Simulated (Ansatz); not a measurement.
One change: `B[N](C)[ZnH]` becomes `BN(C)CF`.

Ansatz, PBE0-D4/def2-TZVP geometries, multiplicity 1. Each molecule was computed in one conformer, which needn't be the lowest.

Scalar relativity is left out up to krypton.

| property | `B[N](C)[ZnH]` |
| --- | --- |
| size of the dipole moment (B3LYP/def2-TZVPP) / D | 1.79 |
| HOMO–LUMO gap (ωB97M-V/def2-TZVPP) / eV | 10.87 |
| HOMO energy (ωB97M-V/def2-TZVPP) / eV | -9.94 |
| size of the dipole moment (ωB97M-V/def2-TZVPP) / D | 1.82 |
| LUMO energy (PBE0/def2-TZVPP) / eV | -0.37 |
| LUMO energy (B3LYP/def2-TZVPP) / eV | -0.64 |

(1) Give the same properties after the change, and the shifts. (An estimate is asked.)

Answers

(1) The calculation gave: 
```
                                          property  `BN(C)CF`  shift
  size of the dipole moment (B3LYP/def2-TZVPP) / D       1.75  -0.04
           HOMO–LUMO gap (ωB97M-V/def2-TZVPP) / eV      12.07   1.20
             HOMO energy (ωB97M-V/def2-TZVPP) / eV     -10.52  -0.58
size of the dipole moment (ωB97M-V/def2-TZVPP) / D       1.74  -0.08
                LUMO energy (PBE0/def2-TZVPP) / eV      -0.23   0.14
               LUMO energy (B3LYP/def2-TZVPP) / eV      -0.48   0.16
```

With PBE0 the HOMO falls by 0.55 eV and the LUMO rises by 0.14 eV, so the gap widens by about 0.69 eV. PBE moves the HOMO by -0.47 eV and ωB97M-V by -0.58 eV. Dipoles are sizes alone; their direction can turn.

B3LYP here is the variant with VWN-RPA as its local correlation; programs differ in this.
